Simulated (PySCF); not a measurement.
A structure optimised at r2SCAN-D4/def2-SVP, used in a PySCF frequency run:

```xyz
8

O      0.3188    -1.7941    -1.3437
Sn    -0.4498    -0.3686    -0.2258
O     -1.4594    -1.2100     1.2388
O     -1.7093     0.6682    -1.3260
Br     1.3506     1.1072     0.6780
H      0.9157    -1.4276    -2.0135
H     -0.8642    -1.6512     1.8636
H     -2.0336     1.4449    -0.8456
```
Charge 0, spin multiplicity 1.

Problem. Write its SMILES and formula.

Solution. [OH][Sn]([OH])([OH])[Br], BrH3O3Sn

Problem. What are its rotational constants (standard atomic weights)?

Solution. 2.7893, 1.0054, 1.0051 GHz
